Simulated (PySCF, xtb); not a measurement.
pyrimidine-2-carbonitrile (C5H3N3), SMILES n1cccnc1C#N.

GFN2-xTB (xtb) at its own geometry gives an orbital gap of 2.28 eV and a dipole moment of 5.60 D.

Geometry optimised at B3LYP-D3(BJ)/def2-SVP.

Q: What does ωB97X/def2-TZVP in PySCF give? (The exact figures need the calculation; the answer reports its results.)

A: gap 10.40 eV (levels -10.67 and -0.27 eV), dipole 6.47 D.
